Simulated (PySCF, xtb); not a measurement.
H4S3Si, SMILES [SiH](S)(S)S. The values are those of a single conformer.

Harmonic wavenumbers (cm⁻¹) from GFN2-xTB in xtb at its own minimum, in rising order: 62, 90, 122, 141, 151, 180, 425, 544, 545, 621, 641, 707, 724, 733, 2333, 2479, 2487, 2493.

What does PBE-D3(BJ)/def2-SVP run with PySCF 2.14.0 give at its own minimum? (Estimate from the structure and the level; the computed values follow.)

108, 139, 183, 207, 223, 267, 422, 521, 534, 634, 676, 729, 766, 836, 2168, 2600, 2603, 2612. Paired by order, the mean absolute difference is 64 cm⁻¹ and the zero-point energies are 22.1 and 23.2 kcal/mol.
